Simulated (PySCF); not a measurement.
**Electron correlation in As (arsenic, neutral)**

[Ar] 3d10 4s2 4p3, high-spin 4S determinant. All numbers are calculated (PySCF 2.14, the spin-free X2C one-electron Hamiltonian (Gaussian nucleus), in x2c-TZVPPall (6s5p4d1f, 48 functions)). Frozen: [Ne]; 23 electrons correlated.

```tsv
level	correlation energy (mhartree)
CCSD	-318.79
(T)	-8.25
CCSD(T)	-327.04
```

Diagnostics: T1 = 0.0054, D1 = 0.0111, largest double amplitude 0.050.

**Question.** Is a single reference adequate?

**Answer.** Yes, within this model without spin-orbit coupling: T1 lies below 0.03 and no double amplitude reaches 0.07.

This basis was not built for core-valence correlation, so the inner-shell part is incomplete.
